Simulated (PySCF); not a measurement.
# TlSCl: from structure and modes to constants

Level of theory: PySCF, PBE0, basis Tl def2-TZVP with ECP60, S def2-TZVP, Cl def2-TZVP (scalar-relativistic core potentials, no spin–orbit coupling, density fitting).

The singlet minimum has C∞v symmetry. Masses (u): Tl 204.97441, S 31.97207, Cl 34.96885.

```xyz
3
charge 0 multiplicity 1, angstrom
Tl    0.0000    0.0000   -0.0379
S     0.0000    0.0000   -2.2570
Cl    0.0000    0.0000    2.2845
```

Harmonic wavenumbers (cm⁻¹): 92.5 (π, ×2), 347.2 (σ+, ×1), 456.3 (σ+, ×1).

(1) What is the harmonic zero-point energy?

(2) Find the vibrational entropy and heat capacity at 298.15 K.

Results:

(1) Half the sum of all 4 wavenumbers, 988/2 = 494 cm⁻¹, which is 5.9 kJ/mol (1 cm⁻¹ = 0.0119627 kJ/mol).

(2) With u = 1.43878 ω/T, each mode gives S = R[u/(eᵘ−1) − ln(1−e⁻ᵘ)] and C = R u² eᵘ/(eᵘ−1)².
```
 ω (cm⁻¹)      u  S (J/(mol K))  C (J/(mol K))
92.5 (×2)  0.446          15.09           8.18
    347.2  1.675           4.93           6.61
    456.3  2.202           3.25           5.64
```
The sums over all modes are S = 38.4 and C = 28.6 J/(mol K); the softest mode gives 39 % of the entropy (each member, where degenerate).

Other isomers or separated fragments may lie lower. Spin–orbit coupling, left out here, can matter for elements this heavy.
